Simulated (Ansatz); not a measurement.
## Ligand exchange: C2H2ClIn + GeH(CH3)Cl2 → C2H3In + Ge(CH3)Cl3

Species: C2H2ClIn `C#[C][InH][Cl]`, singlet; GeH(CH3)Cl2, singlet; C2H3In `C#[C][InH2]`, singlet; Ge(CH3)Cl3, singlet. The partners trade Cl for H: In–Cl and Ge–H bonds give way to In–H and Ge–Cl.

Shapes, held fixed at every level: PBE0-D4/def2-TZVP. Programs: Ansatz 0.2.0. The zero-point and thermal change to 298 K, harmonic and unscaled (PBE0-D4/def2-TZVP), is -4.3 kJ/mol.

```
                level                    kind  ΔH(298 K) (kJ/mol)  less CCSD(T)/def2-TZVPP  CPU time (sum over the molecules)
     SPW92/def2-TZVPP                     LDA               +37.8                     -5.7                               21 s
  BHLYP-D4/def2-TZVPP           global hybrid               +46.2                     +2.7                               41 s
r2SCAN0-D4/def2-TZVPP           global hybrid               +44.6                     +1.1                               62 s
   wB97X-V/def2-TZVPP  range-separated hybrid               +44.0                     +0.5                               87 s
    B2PLYP/def2-TZVPP           double hybrid               +47.3                     +3.8                               62 s
         MP2/def2-SVP     perturbation theory               +47.5                     +4.0                                  –
      CCSD/def2-TZVPP   coupled cluster or CI               +45.4                     +1.9                                  –
   CCSD(T)/def2-TZVPP   coupled cluster or CI               +43.5                      0.0                             17 min
```

The highest level, CCSD(T)/def2-TZVPP, gives ΔH(298 K) = +43.5 kJ/mol; the levels span +37.8 to +47.5. The column of differences is taken from that level and isn't an error. No measured value is set beside it here. For atoms past krypton def2 sets carry core potentials with scalar relativity. Relativity is left out for Ge. Outer-core shells of Ge, In are correlated, in sets that cover them unevenly. Times are processor times on shared x86 and Arm servers, and rough.
